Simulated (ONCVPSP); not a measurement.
# gallium (Ga): excitation energies, all-electron against ONCV

gallium (Ga), optimised norm-conserving Vanderbilt (ONCV), made with ONCVPSP 4.0.1 (PBE, scalar-relativistic). Core [Ar], reference 3d10 4s1 4p2. Waves: 4s: rc 1.35 bohr, ncon 3, nbas 6, qcut 5.4 1/bohr, 2 projectors, debl 2.2 Ha; 4p: rc 2.75 bohr, ncon 4, nbas 7, qcut 2.4 1/bohr, 2 projectors, debl 1.2 Ha; 3d: rc 0.85 bohr, ncon 5, nbas 10, qcut 17.1 1/bohr, 1 projector. Local part: polynomial inside 0.80 bohr (lpopt 5, dvloc0 0 Ha). Core correction: polynomial model core, fcfact 0.65.

Energies are relative to the spin-unpolarised reference configuration 3d10 4s1 4p2; without spin polarisation the order of configurations can differ from experiment.

```csv
valence configuration,charge,ΔE all-electron (eV),error AE − PS (meV)
3d10 4s2 4p1,0,-6.538,+6.1
3d10 4s2 4p0,+1,-0.850,+6.9
3d10 4s1 4p0,+2,20.279,-24
```

**Question.** What are ΔE and the potential's error for 3d10 4s0 4p0?

**Answer.** ΔE = 51.550 eV all-electron; the error (AE − PS) is -95 meV.

Note: ghosts flagged at negative energy: s at -125.8 eV; GHOST(+) flagged for p at 33.8 eV. A true bound ghost makes a file unfit for plane-wave use.
